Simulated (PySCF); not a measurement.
Work out the structure from these simulated measurements.

Formula: C3H6N2Si.

| Property | Result |
| --- | --- |
| 13C NMR | chemical shifts (computed TMS as zero) by class: 145.0 (1 C), 139.6 (1 C), 124.3 (1 C) ppm [GIAO PBE0/pcSseg-1] |
| Rotational structure | rotational constants A, B, C: 8.751, 2.077, 1.713 GHz [PBE0-D3(BJ)/def2-SVP] |
| Valence photoelectron | vertical ionisation energy: 8.89 eV [ΔSCF CAM-B3LYP/def2-SVPD] |
| 1H NMR | chemical shifts (computed TMS as zero) by class: 7.41 (1 H), 7.27 (1 H), 6.99 (1 H), 5.03 (3 H) ppm [GIAO PBE0/pcSseg-1] |
| NMR, other nuclei | isotropic shieldings of nuclei other than C and H, by class: -46 (1 N), 90 (1 N), 402 (1 Si) ppm [GIAO PBE0/pcSseg-1] |
| XPS | Si2p3/2 107.9, C1s 290.7, C1s 291.0, C1s 291.7, N1s 404.2, N1s 406.0, Si1s 1847.7 eV [ΔSCF SCAN, pcX-2 on the ionised atom, pcseg-1 elsewhere, spin-free X2C, 2p3/2 from a spin–orbit splitting computed afterwards within the 2p shell] |
| Dipole | 3.59 D [CAM-B3LYP/def2-SVPD] |
| UV, strongest line | among the 10 lowest singlet transitions: S10 at 7.59 eV (163 nm, f = 0.165) [TDDFT CAM-B3LYP/def2-SVPD] |
| UV, first state | lowest singlet excitation: 6.15 eV (202 nm, f = 0.002) [TDDFT CAM-B3LYP/def2-SVPD] |

The electronic properties come from PySCF, for the isolated species, density fitting. Levels stand in brackets. Isolated species at its PBE0-D3(BJ)/def2-SVP geometry, gas phase. NMR classes are plain means over equivalent atoms (diastereotopic ones count apart unless rotation or inversion swaps them), as if these changed places fast.

Problem. What is the compound? Reason from the data.

Solution. Numbering: `[SiH3:1][n:2]1[cH:3][cH:4][n:5][cH:6]1`. Its formula, C3H6N2Si, gives 3 degrees of unsaturation: 1 ring and 2 π bonds in the structure found (Kekulé form). 3 carbons fall into 3 classes; from least to most shielded: aromatic CH next to a ring nitrogen [C6] (145.0 ppm), aromatic CH next to a ring nitrogen [C4] (139.6 ppm), aromatic CH next to a ring nitrogen [C3] (124.3 ppm). Hydrogen classes from least to most shielded: 1 H on an aromatic CH next to a ring nitrogen, C4 (7.41 ppm), 1 H on an aromatic CH next to a ring nitrogen, C6 (7.27 ppm), 1 H on an aromatic CH next to a ring nitrogen, C3 (6.99 ppm), 3 H on an SiH3 silicon, Si1 (5.03 ppm). The other shieldings belong to: -46 ppm, pyridine-type nitrogen [N5]; 90 ppm, pyrrole-type nitrogen [N2]; 402 ppm, SiH3 silicon [Si1]. The core levels belong to: Si2p3/2 107.9 eV, SiH3 silicon [Si1]; C1s 290.7 eV, aromatic CH next to a ring nitrogen [C4]; C1s 291.0 eV, aromatic CH next to a ring nitrogen [C3]; C1s 291.7 eV, aromatic CH next to a ring nitrogen [C6]; N1s 404.2 eV, pyridine-type nitrogen [N5]; N1s 406.0 eV, pyrrole-type nitrogen [N2]; Si1s 1847.7 eV, SiH3 silicon [Si1]. The first electron is taken from the HOMO, whose largest Löwdin shares are 0.30 on an aromatic CH next to a ring nitrogen, 0.24 on an aromatic CH next to a ring nitrogen, 0.20 on an aromatic CH next to a ring nitrogen and 0.10 on the pyrrole-type nitrogen. The optimised geometry has point group Cs and is an asymmetric top. Structure: `[SiH3]n1ccnc1`. The assignments are read from this structure; whether some other isomer fits the data as well wasn't checked.
